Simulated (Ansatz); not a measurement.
`B1NCN1`, relaxed with RKS PBE0-D4/def2-TZVP in Ansatz from a PBE-D4/def2-SVP geometry. The force threshold is 0.005 eV/Å; the program also tests the step.

The species carries charge 0 and has multiplicity 1.

Start:

```xyz
9

B    -0.211    1.066   -0.385
N     0.519   -0.060   -0.917
C     0.158   -0.811    0.290
N    -0.574    0.347    0.813
H    -0.431    2.188   -0.787
H     1.396   -0.179   -1.420
H    -0.474   -1.710    0.095
H     1.027   -1.119    0.919
H    -1.410    0.280    1.391
```

How much energy does the relaxation release, and in how many steps? (An estimate is asked.)

Ansatz gave: 0.04 eV, in 5 steps.

Which bonds change most? (Best estimate.)

Ansatz gave: B1–H5 from 1.212 to 1.191 Å; C3–H7 from 1.117 to 1.097 Å; C3–H8 from 1.117 to 1.097 Å; N2–H6 from 1.019 to 1.003 Å.

Give the relaxed structure. (An estimate is asked.)

Ansatz gave: 
```xyz
9

B    -0.208    1.057   -0.380
N     0.518   -0.058   -0.905
C     0.159   -0.811    0.291
N    -0.573    0.342    0.803
H    -0.424    2.160   -0.776
H     1.374   -0.178   -1.413
H    -0.465   -1.690    0.088
H     1.013   -1.103    0.915
H    -1.394    0.280    1.376
```
